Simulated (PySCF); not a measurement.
Species: C₂H₅BF₂OS.
Cartesian coordinates in Å at the PBE0-D3(BJ)/def2-SVP level; atoms count from 1:
```
atom  x, y, z in Å
C1     2.249   -0.019    0.473
S2     1.259    1.333    1.177
B3    -0.395    0.905    0.686
O4    -0.624   -0.221   -0.054
C5    -1.868   -0.567   -0.490
F6    -2.053   -1.868   -0.250
F7    -1.935   -0.383   -1.814
H8     2.056   -0.957    1.011
H9     2.017   -0.156   -0.591
H10    3.304    0.257    0.589
H11   -1.303    1.629    1.022
H12   -2.667    0.018   -0.001
```

Computed with PySCF at PBE0/pcSseg-1 and CAM-B3LYP/def2-SVPD, non-relativistic, on one gas-phase PBE0-D3(BJ)/def2-SVP geometry that isn't relaxed in the solvent. The solvent is an IEF-PCM continuum (cavity from Bondi-type radii × 1.2). Only the electrostatic response of the medium enters.

Gas phase at PBE0/pcSseg-1: HOMO -7.68 eV, LUMO -0.51 eV, dipole 0.58 D.

Question: What does the continuum do to the energy, the frontier levels and the dipole at PBE0/pcSseg-1 in chloroform and tetrahydrofuran?

Answer: 
| solvent | ε | E(solvent) − E(gas) (kcal/mol) | polarisation term (kcal/mol) | distortion of the solute (kcal/mol) | HOMO (eV) | LUMO (eV) | dipole (D) |
| --- | --- | --- | --- | --- | --- | --- | --- |
| chloroform | 4.711 | -2.97 | -3.24 | 0.27 | -7.61 | -0.39 | 0.57 |
| tetrahydrofuran | 7.426 | -3.41 | -3.77 | 0.36 | -7.61 | -0.37 | 0.57 |

Polarisation term: ½ Σ q·V over the induced surface charges. Distortion: the rise of the solute's own energy as its density leaves the gas-phase optimum. From chloroform to tetrahydrofuran the lowering changes by a factor 1.15, Onsager's factor (ε − 1)/(2ε + 1) by 1.14 and ε itself by 1.6.

Question: Give the dipole vector in the frame of the coordinates (D, pointing from negative to positive charge), gas and tetrahydrofuran.

Answer: Gas (0.26, 0.15, 0.49), solvent (0.16, 0.12, 0.53). Its length changes by -2 % and its direction by 11°.

Question: Which IAO charges (PBE0/pcSseg-1) respond most in chloroform (means over atoms taken as equivalent)?

Answer: 
| atoms | environment | gas (e) | solvent (e) | change |
| --- | --- | --- | --- | --- |
| S2 | sulfur bonded to B and C | +0.119 | +0.100 | -0.019 |
| H12 | methine hydrogen | +0.133 | +0.149 | +0.016 |
| F6/F7 | fluorine of a CF2 group | -0.289 | -0.295 | -0.006 |
| B3 | three-coordinate boron | +0.074 | +0.080 | +0.006 |
| H11 | B–H hydrogen | +0.006 | +0.011 | +0.005 |
| H8/H9/H10 | methyl hydrogen | +0.165 | +0.169 | +0.004 |

Question: Which Mayer bond orders change most in chloroform?

Answer: 
| bond | length (Å) | gas | solvent | change |
| --- | --- | --- | --- | --- |
| S2–B3 | 1.778 | 1.242 | 1.226 | -0.016 |
| C5–F6 | 1.335 | 1.016 | 1.007 | -0.009 |
| C1–S2 | 1.818 | 0.999 | 0.991 | -0.008 |
| C5–F7 | 1.338 | 1.003 | 0.995 | -0.008 |
| B3–O4 | 1.367 | 1.102 | 1.099 | -0.003 |
| C1–H10 | 1.097 | 0.956 | 0.953 | -0.003 |
| O4–C5 | 1.363 | 0.975 | 0.977 | +0.002 |
| C5–H12 | 1.104 | 0.956 | 0.954 | -0.002 |

Question: How do the nuclear quadrupole coupling constants eQVzz/h respond in chloroform?

Answer: 
| nucleus | Q (barn) | gas (MHz) | solvent (MHz) | η gas | η solvent |
| --- | --- | --- | --- | --- | --- |
| 33S at S2 | -0.06781 | -31.36 | -30.44 | 0.48 | 0.49 |
| 11B at B3 | 0.04059 | 3.37 | 3.41 | 0.39 | 0.39 |
| 17O at O4 | -0.0256 | -9.08 | -9.09 | 0.04 | 0.05 |

Gas phase at CAM-B3LYP/def2-SVPD: HOMO -8.98 eV, LUMO 0.45 eV, dipole 0.82 D.

Question: What does the continuum do to the energy, the frontier levels and the dipole at CAM-B3LYP/def2-SVPD in chloroform?

Answer: 
| solvent | ε | E(solvent) − E(gas) (kcal/mol) | polarisation term (kcal/mol) | distortion of the solute (kcal/mol) | HOMO (eV) | LUMO (eV) | dipole (D) |
| --- | --- | --- | --- | --- | --- | --- | --- |
| chloroform | 4.711 | -3.02 | -3.34 | 0.32 | -8.89 | 0.60 | 0.83 |

Question: How does the static polarisability (CAM-B3LYP/def2-SVPD, frozen core, with the continuum's full static response) change?

Answer: 
```
    medium  isotropic (au)  principal values (au)  ⟨r²⟩ of the electrons (bohr²)
       gas            66.9       53.3, 66.3, 81.1                         1204.9
chloroform            80.7       65.2, 81.1, 95.8                         1205.0
```

The isotropic value in chloroform is 1.21 times the gas-phase one; no cavity-field correction is applied. ⟨r²⟩ is taken about the centre of nuclear charge.
